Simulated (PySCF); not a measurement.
C₄H₇BF₂, SMILES FB1CCC[C@H]1F.

Coordinates come from a PBE-D3(BJ)/def2-SVP optimisation. The structure was generated by enumeration; whether it is a known compound was not checked. Other conformers were not sampled.

Two levels are set side by side: PBE/def2-TZVP (PySCF) and CAM-B3LYP/def2-TZVP (PySCF). Same geometry, gas phase. Differences are taken from unrounded values.

```
quantity                     CAM-B3LYP
---------------------------  ---------
orbital gap (eV)                  9.93
highest occupied level (eV)      -9.60
lowest empty level (eV)           0.33
dipole moment (D)                 2.46
mean polarisability (bohr³)       57.6
```

What does PBE give, and how far is it from CAM-B3LYP? (The exact figures need the calculation; the answer reports its results.)


```tsv
quantity	PBE	PBE minus CAM-B3LYP
orbital gap (eV)	4.75	-5.18
highest occupied level (eV)	-6.61	2.99
lowest empty level (eV)	-1.86	-2.19
dipole moment (D)	2.23	-0.23
mean polarisability (bohr³)	60.7	3.0
```

Without exact exchange PBE keeps part of each electron's self-repulsion, which lifts occupied levels and narrows the gap. Loosely held outer electrons make PBE densities more polarisable. Differences between two approximate levels are no errors against the true value.

Rough cost on one machine, each run with all the roots and properties that it gave: CAM-B3LYP against PBE within a factor of 2.
